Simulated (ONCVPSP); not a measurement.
# Ni: one change to an ONCV potential, before and after

```
Element                 : Ni (Z = 28)
Generator               : ONCVPSP 4.0.1
Type                    : optimised norm-conserving Vanderbilt (ONCV)
Functional              : PBE
Relativity              : scalar-relativistic
Frozen core             : [Ne]
Valence charge          : 18
Reference configuration : 3s2 3p6 3d8 4s2
Partial waves           : 3s+4s: rc 1.00 bohr, ncon 3, nbas 6, qcut 12.2 1/bohr, 2 projectors; 3p: rc 0.75 bohr, ncon 4, nbas 7, qcut 12 1/bohr, 2 projectors, debl 1.8 Ha; 3d: rc 0.75 bohr, ncon 4, nbas 7, qcut 11.2 1/bohr, 2 projectors, debl 4 Ha
Local potential         : polynomial inside 0.55 bohr (lpopt 3, dvloc0 1 Ha)
Core correction         : Teter function, fcfact 4, rcfact 1.3
```

In the p channel the program set the typed energies aside and used -2.623, 0.250 Ha.

All-electron outer shells of the reference configuration (PBE, scalar-relativistic, ld1.x):

```json
{"shell": "2p", "level (eV)": "-844.68", "outermost node (bohr)": "–", "outermost maximum (bohr)": "0.16"}
{"shell": "3s", "level (eV)": "-111.06", "outermost node (bohr)": "0.30", "outermost maximum (bohr)": "0.64"}
{"shell": "3p", "level (eV)": "-71.39", "outermost node (bohr)": "0.27", "outermost maximum (bohr)": "0.65"}
{"shell": "3d", "level (eV)": "-8.87", "outermost node (bohr)": "–", "outermost maximum (bohr)": "0.63"}
{"shell": "4s", "level (eV)": "-5.64", "outermost node (bohr)": "0.92", "outermost maximum (bohr)": "2.24"}
```

Change: s: rc 1.28.

Cutoffs: the cutoffs (Ha) at which the residual kinetic energy of the hardest occupied pseudo-wave falls to 1 and 0.1 mHa per electron; they do not see the model core or the augmentation charge, which bear on the density cutoff. Errors are all-electron minus pseudo energies relative to the spin-unpolarised reference configuration.

**Question.** Predict the effect on cutoff, ghosts and configuration errors.

**Answer.** The potential gets neither clearly harder nor softer (308 Ha and 410 Ha → 308 Ha and 410 Ha); the d channel sets the loose cutoff, while the largest relative change is in s, which becomes softer; of the 4 tests that both files solve, the error grows in 1 and shrinks in 0 by more than 15 % and 0.3 meV (median size 0.4 → 0.4 meV); neither file shows a bound ghost.

| quantity | base | changed |
| --- | --- | --- |
| cutoff, loose | 308 Ha | 308 Ha |
| cutoff, tight | 410 Ha | 410 Ha |
| loose cutoff by channel | s 54 Ha, p 72 Ha, d 308 Ha | s 38 Ha, p 72 Ha, d 308 Ha |
| bound ghosts | none | none |
| GHOST(+) flags under 300 eV | none | none |
| error for 3s2 3p6 3d8 4s1, meV [ΔE 9.32 eV] | -0.4 | -0.5 |
| error for 3s2 3p6 3d8 4s0, meV [ΔE 26.67 eV] | -0.2 | -0.4 |
| error for 3s2 3p6 3d7 4s0, meV [ΔE 64.14 eV] | -2.5 | -4.4 |
| error for 3s2 3p6 3d8.5 4s1.5, meV [ΔE -1.18 eV] | -0.5 | -0.4 |
| p: phases at 0.76 bohr within 0.05 rad from the reference energy up to (Ha; the scan ends near 5) | to the end of the scan | to the end of the scan |
| d: phases at 0.76 bohr within 0.05 rad from the reference energy up to (Ha; the scan ends near 5) | to the end of the scan | to the end of the scan |
| rms error of d²Exc/dni dnj with the model core, mHa | 1.22 | 1.43 |
